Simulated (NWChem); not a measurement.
System meant: SnF2, singlet; SMILES [F][Sn][F]

Input file for NWChem:

```
start job
memory heap 200 mb stack 900 mb global 1100 mb
geometry units angstroms noautoz
  Sn     0.000000     0.000000     0.348833
  F     -1.449065     0.000000    -0.956852
  F      1.449065     0.000000    -0.956852
end
basis spherical
  Sn library def2-svp
  F library def2-svp
end
ecp
  Sn library def2-ecp
end
dft
  odft
  mult 2
  xc xpbe96 cpbe96
  iterations 150
  mulliken
end
task dft energy
```

End of the output:

```
 ==============================================================================
                                 internuclear angles
 ------------------------------------------------------------------------------
        center 1       |       center 2       |       center 3       |  degrees
 ------------------------------------------------------------------------------
    2 F                |   1 Sn               |   3 F                |    95.96
 ------------------------------------------------------------------------------
                            number of included internuclear angles:          1
 ==============================================================================

 Summary of "ao basis" -> "" (spherical)
 ------------------------------------------------------------------------------
       Tag                 Description            Shells   Functions and Types
 ---------------- ------------------------------  ------  ---------------------
 Sn                         def2-svp                10       26   4s4p2d
 F                          def2-svp                 6       14   3s2p1d

 Summary of "ao basis" -> "ao basis" (spherical)
 ------------------------------------------------------------------------------
       Tag                 Description            Shells   Functions and Types
 ---------------- ------------------------------  ------  ---------------------
 Sn                         def2-svp                10       26   4s4p2d
 F                          def2-svp                 6       14   3s2p1d

      Symmetry analysis of basis
      --------------------------

        a1         22
        a2          6
        b1         16
        b2         10

  number of electrons :                   40
  multiplicity        :                    2
 ------------------------------------------------------------------------
  no. of electrons and multiplicity not compatible                  40
 ------------------------------------------------------------------------
 ------------------------------------------------------------------------
  current input line :
    22: task dft energy
 ------------------------------------------------------------------------
 ------------------------------------------------------------------------
 There is an error in the input file
 ------------------------------------------------------------------------
 For more information see the NWChem manual at https://nwchemgit.github.io

0: no. of electrons and multiplicity not compatible:Received an Error in Communication
```

**Question.** Can this run be used? If not, why, and what is the fix?

**Answer.** The program refused the input. Cause: the multiplicity doesn't fit the number of electrons (an even count wants an odd multiplicity, and the reverse). This input runs:
```
start job
memory heap 200 mb stack 900 mb global 1100 mb
geometry units angstroms noautoz
  Sn     0.000000     0.000000     0.348833
  F     -1.449065     0.000000    -0.956852
  F      1.449065     0.000000    -0.956852
end
basis spherical
  * library def2-svp
end
ecp
  Sn library def2-ecp
end
dft
  xc xpbe96 cpbe96
  iterations 150
  mulliken
end
task dft energy
```
It converges to -413.71375 Ha (PBE/def2-SVP with def2 effective core potentials on Sn).
